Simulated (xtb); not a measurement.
The xtb input:
```
$ xtb mol.xyz --gfn 2 --chrg 1 --uhf 1 --alpb water --json

# file mol.xyz
6

C     -0.58924205     0.11269574     0.15236737
O      0.62913231    -0.21664733    -0.25158422
H     -0.71738938     0.13340246     1.27065929
H     -1.33523873    -0.50978228    -0.36016497
H     -0.83780504     1.20707764     0.00976305
H      1.39282700     0.22630639     0.17821211
```

Problem. Predict the total energy from GFN2-xTB with ALPB(water) run with xtb.

Solution. -7.7944 Eh

Problem. Give the partial charges in atom order at the level GFN2-xTB with ALPB(water).

Solution. C1 -0.01, O2 -0.23, H3 0.28, H4 0.19, H5 0.31, H6 0.47
